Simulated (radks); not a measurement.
Results of a calculation; reference values are marked as such.
Ionisation of Li, [He] 2s1, to Li+, [He], under several functionals. Non-relativistic Kohn-Sham, spin-polarised, spherical densities, point nucleus; open shells are filled with parallel spins first; a radial shooting solver on a logarithmic mesh with Libxc functionals.

functional                                        E(Li) (hartree)  Exc (hartree)  IE (eV)  -e(HOMO) (eV)  <r> HOMO (bohr)  IE error (eV)
HCTH/407                                                 -7.49528       -1.84029    5.600          3.322            3.810         +0.208
LDA (Slater exchange, Perdew-Zunger correlation)         -7.34266       -1.66372    5.472          3.165            3.823         +0.080
LDA (Slater exchange, VWN5 correlation)                  -7.34396       -1.66519    5.473          3.165            3.822         +0.082
BLYP                                                     -7.48267       -1.82542    5.530          3.030            3.769         +0.139
BP86                                                     -7.48098       -1.82306    5.565          3.272            3.794         +0.174

NIST Atomic Spectra Database: 5.392 eV (measured). Closest: LDA (Slater exchange, Perdew-Zunger correlation). The Delta-SCF values span 0.13 eV, the total energies 0.15 hartree. The highest occupied level is 2s.
